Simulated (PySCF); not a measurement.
# Stretching SbI

Set-up: PySCF, scalar-relativistic core potentials, basis sets Sb cc-pVTZ-PP with ECP28, I cc-pVTZ-PP with ECP28. Energies in eV from Sb + I in their ground configurations at the same level. All curves are PBE0. state 1: ³Σ⁻ (triplet), unpaired electrons π ↑↑; state 2: Ms = 0 determinant of mixed spin (⟨S²⟩ near 1.0), unpaired electrons π ↑↓, a mixture of terms (⟨Lz²⟩ = 2.0), a second solution, started from another occupation; state 3: singlet, one real π or δ orbital doubly filled, a mixture of terms (⟨Lz²⟩ = 2.0), a second solution, started from another occupation; state 4: quintet, unpaired electrons σ ↑, π ↑↑↑, a second solution, started from another occupation.

```csv
R (Å),state 1,state 2,state 3,state 4
2.322,-1.280,-1.024,-0.246,5.3198
2.430,-1.927,-1.665,-0.866,3.9134
2.538,-2.268,-1.998,-1.180,2.8712
2.619,-2.381,-2.105,-1.273,2.2706
2.700,-2.407,-2.126,-1.280,1.7908
2.781,-2.369,-2.082,-1.222,1.4080
2.889,-2.248,-1.953,-1.077,1.0159
3.024,-2.027,-1.722,-0.826,0.6681
3.186,-1.711,-1.391,-0.476,0.3957
3.402,-1.279,-0.929,0.009,0.1871
```

Question: Put a parabola through the three lowest points of the state 1 curve and estimate Re, k and ωe (reduced mass 61.92 u; 1 eV/Å² = 0.16022 mdyn/Å; ωe = 1302.8·√(k/μ) cm⁻¹).

Answer: Through R = 2.619, 2.7, 2.781 Å the second-order coefficient is 4.88 eV/Å², so Re ≈ 2.692 Å, k ≈ 1.56 mdyn/Å and ωe ≈ 207 cm⁻¹. A polynomial fit of higher order to the unrounded PBE0 energies gives Re = 2.688 Å, k = 1.63 mdyn/Å, ωe = 211 cm⁻¹; anharmonicity and rounding make the difference.

The higher-order fit for each curve: state 1: Re = 2.688 Å, ωe = 211 cm⁻¹, De = 2.41 eV; state 2: Re = 2.682 Å, ωe = 214 cm⁻¹, minimum 2.13 eV below the ground-state fragments; state 3: Re = 2.666 Å, ωe = 220 cm⁻¹, minimum 1.29 eV below the ground-state fragments. State 4 gave no clean fit.

These are scalar-relativistic numbers at best; spin–orbit coupling would shift them, the dissociation energy most. The state is the lowest determinant that a PBE0 search found; another state may lie lower at other levels.
